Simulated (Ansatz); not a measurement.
Start from `C[N]([SiH3])[GeH3]` and change one atom or group to get `C[NH][GeH3]`.

Ansatz, PBE0-D4/def2-TZVP geometries, multiplicity 1. 

Scalar relativity is left out up to krypton.

```tsv
property	`C[N]([SiH3])[GeH3]`
size of the dipole moment (PBE/def2-TZVPP) / D	0.89
HOMO energy (PBE0/def2-TZVPP) / eV	-6.82
HOMO–LUMO gap (B3LYP/def2-TZVPP) / eV	6.55
HOMO–LUMO gap (ωB97M-V/def2-TZVPP) / eV	10.93
HOMO energy (B3LYP/def2-TZVPP) / eV	-6.61
HOMO–LUMO gap (PBE0/def2-TZVPP) / eV	6.97
```

(1) Give the same properties after the change, and the shifts. (Best estimate.)

Results:

(1) Computed: 
```json
{"property": "size of the dipole moment (PBE/def2-TZVPP) / D", "`C[NH][GeH3]`": "0.86", "shift": "-0.03"}
{"property": "HOMO energy (PBE0/def2-TZVPP) / eV", "`C[NH][GeH3]`": "-6.66", "shift": "0.16"}
{"property": "HOMO–LUMO gap (B3LYP/def2-TZVPP) / eV", "`C[NH][GeH3]`": "6.71", "shift": "0.16"}
{"property": "HOMO–LUMO gap (ωB97M-V/def2-TZVPP) / eV", "`C[NH][GeH3]`": "11.15", "shift": "0.22"}
{"property": "HOMO energy (B3LYP/def2-TZVPP) / eV", "`C[NH][GeH3]`": "-6.43", "shift": "0.18"}
{"property": "HOMO–LUMO gap (PBE0/def2-TZVPP) / eV", "`C[NH][GeH3]`": "7.22", "shift": "0.25"}
```

With PBE0 the HOMO rises by 0.16 eV and the LUMO rises by 0.42 eV, so the gap widens by about 0.26 eV. PBE moves the HOMO by 0.25 eV and ωB97M-V by 0.11 eV. The zero-point energy changes by -39.7 kJ/mol with -9 modes. Dipoles are sizes alone; their direction can turn.

B3LYP here is the variant with VWN-RPA as its local correlation; programs differ in this.
